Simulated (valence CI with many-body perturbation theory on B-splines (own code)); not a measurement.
# Level structure of Hf LXVI

Calculated by configuration interaction combined with many-body perturbation theory (CI+MBPT): five valence electrons over a frozen Dirac-Fock core [He], a basis of 11 s, 11 p, 10 d, 8 f, 5 g, 2 h functions for each j, with the one-electron correlation potential Σ1, the two-electron term Σ2, the three-electron term Σ3, Breit, model QED; selected CI, second order for the rest, scaled by the run's own slope (own B-spline code, finite nucleus).

No measured spectrum was set against this ion. As an estimate, large intervals hold to a few tenths of a per cent, small ones and those within an open d or f shell to about a per cent. Among the levels kept, up to 7400 cm⁻¹ of a level comes from second order outside the variational space, and about a tenth of that is noise between levels of different J, which matters for small intervals.

Levels 136 to 180 of 202, with energies above the lowest level, (2s^2 2p1/2^2 2p3/2) J=3/2. "Leading %" is the weight of the configuration and term that name the level; weights of strongly mixed levels are sums over their largest components and can fall short. In the jj column 3d3/2^4 stands for four electrons in 3d with j = 3/2.

```tsv
No.	Configuration	Term	J	E (Ry)	Leading %	Leading jj	Second component	g
136	2p4 3p	4P°	3/2	854.45	28	2p1/2^2 2p3/2^2 3p1/2 (88 %)	16 % 2p4 3p 4S°	1.458
137	2p4 3p	2D°	5/2	854.61	31	2p1/2^2 2p3/2^2 3p1/2 (89 %)	24 % 2p4 3p 4D°	1.192
138	2s 2p3 3d	6D°	3/2	855.64	38	2s 2p1/2 2p3/2^2 3d3/2 (93 %)	22 % 2s 2p3 3d 4D°	1.348
139	2s 2p3 3d	6D°	1/2	855.66	48	2s 2p1/2 2p3/2^2 3d3/2 (99 %)	18 % 2s 2p3 3d 4D°	2.237
140	2s 2p3 3d	6D°	5/2	855.98	32	2s 2p1/2 2p3/2^2 3d3/2 (92 %)	30 % 2s 2p3 3d 4F°	1.240
141	2s2 2p2 4s	4P	1/2	856.03	46	2s^2 2p1/2^2 4s (100 %)	32 % 2s2 2p2 4s 2S	1.995
142	2s 2p3 3p	4P	3/2	856.54	31	2s 2p1/2 2p3/2^2 3p3/2 (100 %)	25 % 2s 2p3 3p 4D	1.383
143	2s 2p3 3d	4G°	7/2	856.56	36	2s 2p1/2 2p3/2^2 3d3/2 (98 %)	23 % 2s 2p3 3d 4D°	1.202
144	2s 2p3 3p	2P	1/2	857.69	73	2s 2p1/2 2p3/2^2 3p3/2 (99 %)	16 % 2s 2p3 3p 4D	0.720
145	2s 2p3 3p	4P	5/2	857.77	51	2s 2p1/2 2p3/2^2 3p3/2 (98 %)	17 % 2s 2p3 3p 4F	1.327
146	2s 2p3 3p	4P	3/2	858.21	36	2s 2p1/2 2p3/2^2 3p3/2 (99 %)	21 % 2s 2p3 3p 2P	1.345
147	2s 2p3 3p	2F	7/2	858.22	79	2s 2p1/2 2p3/2^2 3p3/2 (100 %)	14 % 2s 2p3 3p 4F	1.161
148	2s 2p3 3p	2D	5/2	858.74	48	2s 2p1/2 2p3/2^2 3p3/2 (99 %)	19 % 2s 2p3 3p 4D	1.246
149	2s 2p3 3d	4G°	9/2	858.99	45	2s 2p1/2 2p3/2^2 3d3/2 (98 %)	42 % 2s 2p3 3d 2G°	1.138
150	2s2 2p2 4p	2P°	1/2	859.09	47	2s^2 2p1/2^2 4p1/2 (100 %)	38 % 2s2 2p2 4p 4D°	0.655
151	2p4 3p	2P°	1/2	859.27	70	2p1/2^2 2p3/2^2 3p1/2 (95 %)	19 % 2p4 3p 4D°	0.641
152	2s 2p3 3p	2D	3/2	859.27	35	2s 2p1/2 2p3/2^2 3p3/2 (100 %)	22 % 2s 2p3 3p 2P	1.280
153	2s 2p3 3p	2D	5/2	859.52	50	2s 2p1/2 2p3/2^2 3p3/2 (99 %)	20 % 2s 2p3 3p 4D	1.239
154	2s 2p3 3d	4F°	7/2	859.75	40	2s 2p1/2 2p3/2^2 3d3/2 (97 %)	31 % 2s 2p3 3d 4D°	1.243
155	2s 2p3 3p	2P	1/2	859.78	43	2s 2p1/2 2p3/2^2 3p3/2 (93 %)	18 % 2s 2p3 3p 2S	1.372
156	2s 2p3 3d	4D°	5/2	860.13	37	2s 2p1/2 2p3/2^2 3d3/2 (95 %)	33 % 2s 2p3 3d 4P°	1.352
157	2s 2p3 3d	4P°	3/2	860.69	40	2s 2p1/2 2p3/2^2 3d3/2 (95 %)	30 % 2s 2p3 3d 4S°	1.610
158	2s 2p3 3p	2P	1/2	861.24	60	2s 2p1/2 2p3/2^2 3p3/2 (99 %)	28 % 2s 2p3 3p 4P	1.353
159	2s 2p3 3p	2D	3/2	861.39	48	2s 2p1/2 2p3/2^2 3p3/2 (99 %)	30 % 2s 2p3 3p 2P	1.035
160	2s 2p3 3d	6D°	9/2	861.80	50	2s 2p1/2 2p3/2^2 3d5/2 (99 %)	22 % 2s 2p3 3d 4G°	1.353
161	2s 2p3 3d	4D°	7/2	862.22	43	2s 2p1/2 2p3/2^2 3d5/2 (98 %)	26 % 2s 2p3 3d 6D°	1.348
162	2s 2p3 3d	4F°	3/2	863.27	58	2s 2p1/2 2p3/2^2 3d3/2 (88 %)	11 % 2s 2p3 3d 2D°	0.693
163	2s 2p3 3d	4D°	1/2	863.48	75	2s 2p1/2 2p3/2^2 3d5/2 (69 %)	12 % 2s 2p3 3d 4P°	0.545
164	2s 2p3 3d	4D°	5/2	864.67	39	2s 2p1/2 2p3/2^2 3d5/2 (67 %)	21 % 2s 2p3 3d 4G°	1.183
165	2s 2p3 3d	4F°	3/2	865.05	37	2s 2p1/2 2p3/2^2 3d3/2 (87 %)	30 % 2s 2p3 3d 4D°	0.879
166	2s 2p3 3d	4G°	11/2	865.07	100	2s 2p1/2 2p3/2^2 3d5/2 (100 %)		1.246
167	2s 2p3 3d	2F°	5/2	865.19	40	2s 2p1/2 2p3/2^2 3d3/2 (78 %)	13 % 2s 2p3 3d 4F°	1.005
168	2s 2p3 3d	4F°	9/2	865.34	67	2s 2p1/2 2p3/2^2 3d5/2 (99 %)	31 % 2s 2p3 3d 2G°	1.236
169	2s 2p3 3d	2G°	7/2	865.35	70	2s 2p1/2 2p3/2^2 3d3/2 (93 %)	12 % 2s 2p3 3d 4G°	0.955
170	2s 2p3 3d	4D°	3/2	865.52	39	2s 2p1/2 2p3/2^2 3d5/2 (73 %)	20 % 2s 2p3 3d 2D°	1.136
171	2s 2p3 3d	4D°	1/2	865.65	51	2s 2p1/2 2p3/2^2 3d3/2 (68 %)	24 % 2s 2p3 3d 2P°	0.653
172	2s 2p3 3d	4P°	1/2	866.12	31	2s 2p1/2 2p3/2^2 3d5/2 (51 %)	23 % 2s 2p3 3d 2S°	1.475
173	2s 2p3 3d	2F°	5/2	866.14	32	2s 2p1/2 2p3/2^2 3d3/2 (85 %)	24 % 2s 2p3 3d 4F°	1.058
174	2s 2p3 3d	2D°	3/2	866.87	29	2s 2p1/2 2p3/2^2 3d3/2 (76 %)	13 % 2s 2p3 3d 4D°	1.223
175	2s 2p3 3d	2F°	5/2	867.14	43	2s 2p1/2 2p3/2^2 3d3/2 (94 %)	23 % 2s 2p3 3d 2D°	1.036
176	2s 2p3 3d	2D°	3/2	867.53	45	2s 2p1/2 2p3/2^2 3d3/2 (95 %)	24 % 2s 2p3 3d 2P°	1.031
177	2s 2p3 3d	2F°	7/2	867.80	58	2s 2p1/2 2p3/2^2 3d5/2 (91 %)	24 % 2s 2p3 3d 4D°	1.162
178	2s 2p3 3d	4D°	1/2	868.00	43	2s 2p1/2 2p3/2^2 3d3/2 (86 %)	35 % 2s 2p3 3d 2P°	0.638
179	2s 2p3 3d	2P°	3/2	868.30	54	2s 2p1/2 2p3/2^2 3d5/2 (77 %)	12 % 2s 2p3 3d 4S°	1.296
180	2s 2p3 3d	2P°	1/2	868.60	52	2s 2p1/2 2p3/2^2 3d3/2 (62 %)	42 % 2s 2p3 3d 2S°	1.203
```

Where two levels of one J and parity lie close, their mixing, g and order are uncertain.
